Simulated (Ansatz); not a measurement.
The same ligand exchange along the group B, Al, In.

Gas-phase electronic energies from Ansatz, PBE0-D4/def2-TZVP geometries. CBS: MP2 limit from def2 TZ/QZ plus the TZ coupled-cluster correction, frozen cores. This one scheme is used for every species. DFT in def2-TZVPP. B3LYP here is the variant with VWN-RPA as its local correlation; programs differ in this. Elements past krypton have def2 core potentials. For Br, In outer-core shells are correlated without core-valence functions, which leaves a few kJ/mol of doubt a bond. Scalar relativity is left out up to krypton. Each species was taken in one conformer, which may not be the lowest.

```tsv
reaction	CCSD(T)/CBS(def2) (eV)
`COB(F)Br` + H–F → `FB(F)Br` + CH₃OH	0.06
`C[O][Al]([F])[Br]` + H–F → `[F][Al]([F])[Br]` + CH₃OH	-0.43
`C[O][In]([F])[Br]` + H–F → `[F][In]([F])[Br]` + CH₃OH	?
```

Fill in the missing values. (Estimate.)

Ansatz gave: `C[O][In]([F])[Br]` + H–F → `[F][In]([F])[Br]` + CH₃OH: -0.21 eV.

Largest T1 diagnostic: 0.015, for `C[O][In]([F])[Br]`.
